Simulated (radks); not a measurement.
Charge is removed step by step from the 5p3/2 level of the terbium ion Tb2+, starting from [Kr] 4d10 4f9 5s2 5p(1/2: 2, 3/2: 4). Calculated with a radial shooting solver on a logarithmic mesh with Libxc functionals: Dirac Kohn-Sham, LDA (Slater exchange, Perdew-Wang correlation), spin-unpolarised, spherical densities, finite nucleus; open shells fill j = l - 1/2 first; Fermi nuclear charge, rms radius 5.06 fm.

removed (e)  E - E(0) (eV)  eigenvalue (eV)  E minus straight line (eV)
0                    0.000          -37.555                       0.000
0.1                  3.818          -38.802                      -0.573
0.2                  7.761          -40.057                      -1.022
0.3                 11.829          -41.322                      -1.344
0.4                 16.025          -42.595                      -1.539
0.5                 20.349          -43.877                      -1.607
0.6                 24.801          -45.167                      -1.546
0.7                 29.382          -46.465                      -1.355
0.8                 34.094          -47.771                      -1.035
0.9                 38.937          -49.084                      -0.583
1                   43.911          -50.405                       0.000

Removing the whole electron costs 43.911 eV by Delta-SCF, against 37.555 eV from minus the eigenvalue at the starting occupation. Slater's transition state (half an electron removed) gives 43.877 eV. Integrating minus the eigenvalue over the occupation (Janak's theorem) gives 43.911 eV. The mean slope of the eigenvalue, de/dn, is 12.8 eV per electron.
